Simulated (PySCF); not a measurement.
C3H6GeO, SMILES [GeH2]1[C](C)=C[O]1.

Geometry: PBE-D3(BJ)/def2-SVP. The structure was generated by enumeration, and PubChem lists no compound with its InChIKey, so it may never have been made.

Two levels are set side by side: TDDFT-PBE/def2-SVPD (PySCF) and TDDFT-M06-2X/def2-SVPD (PySCF). Vertical, same geometry. The lowest singlet is HOMO→LUMO 100 % with PBE and HOMO→LUMO 96 % with the other functional; states are paired by order. Differences are taken from unrounded values.

```tsv
quantity	TDDFT-M06-2X	TDDFT-PBE	TDDFT-PBE minus TDDFT-M06-2X
lowest singlet excitation (eV)	4.50	3.60	-0.90
lowest triplet excitation (TDA) (eV)	4.03	3.42	-0.61
first bright state (f over 0.05) (eV)	5.74	5.24	-0.50
its oscillator strength	0.10	0.06	-0.04
```

A lower first singlet is the usual sign of a functional without exact exchange. Differences between two approximate levels are no errors against the true value.

Rough cost on one machine, each run with all the roots and properties that it gave: TDDFT-M06-2X against TDDFT-PBE about 10 times.
